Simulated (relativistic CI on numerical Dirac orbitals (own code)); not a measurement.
# Hyperfine structure of Lu59+, mass number 176

Computed by Dirac-Coulomb-Breit CI, KLI orbitals optimised for each configuration, a model potential for QED, unscaled Slater integrals (own radial code, finite nucleus).

Configurations in the expansion (outside the closed core [Ne]): 3s², 3s3p, 3p², 3s3d, 3d², 3p3d, 3p4s, 3d4s, 3s4s, 3s4p, 3s4d, 3s4f, 3s5s, 3s5p, 3s5d, 4s². Levels of other configurations are missing.

Nuclear spin I = 7, μ = 3.16 μN, Q = 4.92 b (tables of Stone and Pyykkö). The electronic factors are computed for point nuclear moments, without core polarisation or the Bohr-Weisskopf and QED corrections.

```
    Level   E (Ry)  A (GHz)  B (GHz)
3s3p ³P°1  10.6749     1486     -236
3s3p ³P°2  31.8745      633     1900
3s3p ¹P°1  34.5250   -443.9     1180
  3p² ¹D2  44.1480    286.1     1680
  3p² ³P1  44.2783   -75.72      953
 3s3d ³D1  46.8499   -509.2      172
 3s3d ³D2  47.7084    511.1      390
 3s3d ³D3  51.8999      394      425
```

Levels with J = 0, under 50 % of one LS term, or S terms without an open s electron are left out. Small factors come from cancelling terms and can be off by tens of per cent or more.

At this charge energies of transitions that change n are usually good to better than 1 %, and those within a shell (Δn = 0) to a few per cent.

Give the hyperfine levels of 3s3p ³P°1 relative to its centre of gravity.

With K = F(F + 1) − I(I + 1) − J(J + 1), E = AK/2 + B[¾K(K + 1) − I(I + 1)J(J + 1)]/[2I(2I − 1)J(2J − 1)]: F = 6: -11980, F = 7: -1343, F = 8: 10350 GHz.

LS names give the leading component of a level, which can be under half, so a name can repeat, a term be missing and a line seem to break the LS rules.
